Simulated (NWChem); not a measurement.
Species: C2H5FSi2; SMILES C#C[SiH2][SiH2]F

```xyz
10

C     -1.1234    -2.7636    -0.2022
C     -0.2714    -1.9174    -0.0036
Si     0.9713    -0.5995     0.2745
Si     0.0967     1.4724    -0.4020
F     -1.1472     1.8712     0.5750
H     -1.8738    -3.5153    -0.3744
H      2.1940    -0.8862    -0.5377
H      1.3480    -0.5590     1.7188
H      1.1322     2.5427    -0.2902
H     -0.4093     1.4132    -1.8041
```
Atoms are numbered in this order, from 1.

Results from NWChem. Structure relaxed at the PBE0/def2-SVP level. Level: PBE0/def2-SVP with SMD (1 M gas to 1 M solution), gas-phase geometry. Reactions with the solvent are ignored.

For solvent water:

```yaml
solvation free energy (kcal/mol): 1.7
cavity-dispersion-structure term (kcal/mol): 6.1
```

Task: What are these values for solvent dimethyl sulfoxide?

Result: The solvation free energy (kcal/mol) comes out as -0.6 and the cavity-dispersion-structure term (kcal/mol) comes out as 3.8.
